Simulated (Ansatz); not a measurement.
Gas-phase electronic energies from Ansatz, PBE0-D4/def2-TZVP geometries. CCSD(T)/CBS adds triple-zeta CCSD(T) − MP2 to the extrapolated MP2 energy (def2 sets, frozen cores). Functionals use def2-TZVPP. def2 core potentials past Kr. For I outer-core shells are correlated without core-valence functions, which leaves a few kJ/mol of doubt a bond. Each species was taken in one conformer, which may not be the lowest.

Reaction (ligand exchange at the Si–I bond): `[SiH3][SiH2]I` + `BN[SiH2]Cl` → `BN([SiH2][SiH3])[SiH2]Cl` + HI

| species | r2SCAN energy (Eh) |
| --- | --- |
| `[SiH3][SiH2]I` | -879.80711 |
| `BN[SiH2]Cl` | -832.35445 |
| `BN([SiH2][SiH3])[SiH2]Cl` | -1413.71930 |
| HI | -298.42083 |

Work out ΔE.

ΔE = (-1413.71930) + (-298.42083) − (-879.80711) − (-832.35445) = 0.02143 Eh = +56.3 kJ/mol. CCSD(T)/CBS gives +51.0 kJ/mol.

Largest T1 diagnostic among the species: 0.012.

The D4 term adds −14.3 kJ/mol with B3LYP and −8.5 kJ/mol with PBE0; it sums over pairs of atoms, weighted by their polarisabilities, and B3LYP, whose exchange is more repulsive, gets the larger term. In def2-TZVPP, CCSD(T) changes the Hartree–Fock value by −17.9 kJ/mol (the triples alone add −1.8 kJ/mol) and MP2 by −12.1 kJ/mol.

B3LYP here is the variant with VWN-RPA as its local correlation; programs differ in this.
